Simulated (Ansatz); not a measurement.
cyclo-(Me2SiS)3 (C6H18S3Si3). Charge 0, multiplicity 3. Geometry PBE-D4/def2-SVP, that of the neutral singlet; atoms count from 1.

```xyz
30

Si    0.661   -0.801    1.766
C     2.232    0.236    1.788
C     0.391   -1.689    3.401
S     0.831   -2.361    0.259
Si    0.100   -1.359   -1.529
C    -1.769   -1.547   -1.644
C     0.971   -2.183   -2.977
S     0.724    0.728   -1.606
Si   -0.602    1.710   -0.188
C     0.325    3.245    0.387
C    -2.239    2.191   -0.983
S    -1.125    0.416    1.482
H     3.093   -0.418    2.036
H     2.162    1.040    2.549
H     2.413    0.684    0.792
H     0.352   -0.959    4.235
H    -0.557   -2.261    3.385
H     1.223   -2.397    3.589
H    -2.256   -1.128   -0.741
H    -2.162   -1.036   -2.546
H    -2.021   -2.626   -1.704
H     2.066   -2.024   -2.919
H     0.777   -3.275   -2.965
H     0.601   -1.769   -3.937
H     1.266    2.977    0.905
H    -0.308    3.827    1.087
H     0.575    3.889   -0.482
H    -2.890    2.699   -0.242
H    -2.775    1.303   -1.369
H    -2.057    2.886   -1.828
```

Single mean-field runs in def2-TZVP are fitted with def2-universal-jkfit. At PBE0-D4/def2-TZVP a singlet of charge 0 lies 5.43 eV below the triplet at the same geometry.

Question: Estimate the Mulliken populations of the heavy atoms from the PBE0/def2-TZVP orbitals of Ansatz.

Answer: 
| atom | charge (e) | spin (α − β) |
| --- | --- | --- |
| Si1 | 0.28 | 0.29 |
| C2 | -0.47 | 0.02 |
| C3 | -0.45 | -0.02 |
| S4 | -0.15 | 0.95 |
| Si5 | 0.28 | 0.29 |
| C6 | -0.47 | 0.02 |
| C7 | -0.45 | -0.02 |
| S8 | -0.31 | 0.19 |
| Si9 | 0.35 | 0.06 |
| C10 | -0.45 | -0.01 |
| C11 | -0.45 | -0.01 |
| S12 | -0.31 | 0.19 |
Mulliken values depend strongly on the basis.

Question: Where does the spin sit?

Answer: Summed by element: Si 0.65, C -0.01, S 1.33, H 0.03, of 2 unpaired in all. Largest on single atoms: S4 0.95, Si1 0.29, Si5 0.29.

Question: And the Mayer bond orders between heavy atoms (over 0.3)?

Answer: Si1–C2 0.94 (1.88 Å); Si1–C3 1.02 (1.88 Å); Si1–S4 0.91 (2.18 Å); Si1–S12 0.92 (2.18 Å); S4–Si5 0.91 (2.18 Å); Si5–C6 0.94 (1.88 Å); Si5–C7 1.02 (1.88 Å); Si5–S8 0.92 (2.18 Å); S8–Si9 1.07 (2.18 Å); Si9–C10 1.01 (1.88 Å); Si9–C11 1.01 (1.88 Å); Si9–S12 1.07 (2.18 Å).
